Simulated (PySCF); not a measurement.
**Static response to an electric field**

Species: C6H13FGe.
Numbering: `[CH3:1][Ge@@H:2]1[CH2:3][CH2:4][CH2:5][CH2:6][C@H:7]1[F:8]` (hydrogens: H9, H10, H11 on C1; H12 on Ge2; H13, H14 on C3; H15, H16 on C4; H17, H18 on C5; H19, H20 on C6; H21 on C7)

Structure used (PBE0-D3(BJ)/def2-SVP), in Å, numbered top down from 1:
```xyz
21
C6H13FGe angstrom
C      2.8431   -0.7794   -0.2613
Ge     1.0952   -0.3605    0.4926
C     -0.3559   -1.5032   -0.1762
C     -1.7204   -0.8844    0.1349
C     -1.9030    0.5429   -0.3844
C     -1.0144    1.5964    0.2798
C      0.4595    1.4316   -0.0431
F      1.1929    2.4301    0.5823
H      2.8020   -0.7615   -1.3605
H      3.5841   -0.0378    0.0712
H      3.1819   -1.7756    0.0586
H      1.1398   -0.4066    2.0365
H     -0.2750   -2.5156    0.2502
H     -0.2270   -1.6120   -1.2674
H     -1.8872   -0.8867    1.2274
H     -2.5187   -1.5178   -0.2891
H     -1.7331    0.5568   -1.4773
H     -2.9546    0.8389   -0.2434
H     -1.3309    2.6065   -0.0334
H     -1.1467    1.5582    1.3757
H      0.6067    1.5494   -1.1338
```

Level: CAM-B3LYP/def2-SVPD (PySCF), static field, nuclei fixed, core orbitals frozen in the response. The polarisability tensor in these axes (au):

```
x   111.63  -3.26   0.74
y    -3.26  98.97   1.25
z     0.74   1.25  87.65
```

Q: Give the principal values, the mean and the anisotropy Δα = √{½[(α1 − α2)² + (α2 − α3)² + (α1 − α3)²]}.

A: Principal values 87.46, 98.36 and 112.43 au; mean 99.42 au = 14.73 Å³ = 16.39 × 10⁻⁴⁰ C²·m²/J; Δα = 21.68 au (22 % of the mean).

Q: What is the dipole moment, and where does it point?

A: (-1.08, -1.72, -1.19) D, 2.36 D in size, pointing from the negative to the positive side. Measured along this direction, the outermost atoms are F8 at the negative end and H16 at the positive end.

Q: Find the Langevin capture rate constant for H3O+ (19.018 u) meeting this molecule (178.021 u), k = 2.342 × 10⁻⁹ cm³/s × √(α in Å³ / reduced mass in u).

A: The reduced mass is 17.18 u, so k = 2.17 × 10⁻⁹ cm³/s. The formula leaves out the permanent dipole, which adds to the capture rate.

Q: In TDDFT the mean static polarisability is Σ f/ω² over all singlet excitations (ω in hartree). How much of it do the 10 lowest give? Their energies (eV) and oscillator strengths: 7.31, 0.0113; 7.42, 0.0104; 7.61, 0.0068; 7.86, 0.0113; 7.93, 0.0124; 8.10, 0.0819; 8.36, 0.0049; 8.47, 0.0107; 8.50, 0.0241; 8.54, 0.0369.

A: They add up to 2.37 au, 2.4 % of the 99.42 au; the largest single term is 0.92 au, from the state at 8.10 eV. Terms in order: 0.16, 0.14, 0.09, 0.14, 0.15, 0.92, 0.05, 0.11, 0.25, 0.37 au. Higher excitations give the rest. The strengths listed sum to 0.211.

Q: Orientational against electronic polarisability at 273 K (dilute gas, rigid molecules)?

A: In Gaussian units μ²/3kT = 49.20 Å³ against 14.73 Å³, a ratio of 3.34; the Debye molar polarisation (4π/3)N_A(α + μ²/3kT) is 161.3 cm³/mol, leaving out the vibrational part.

The structure is a single PBE0-D3(BJ)/def2-SVP conformer in the gas phase; no vibrational or solvent corrections. The calculation is non-relativistic, for germanium too.

The run behind these numbers computed excited states and ΔSCF ions as well. Hardware: one thread of an Intel Xeon at 2.50 GHz, no GPU, shared host with 64 logical CPUs at a one-minute load of 63. Cost: 14 min (grids of density and orbitals included), 1.5 GiB resident at most.
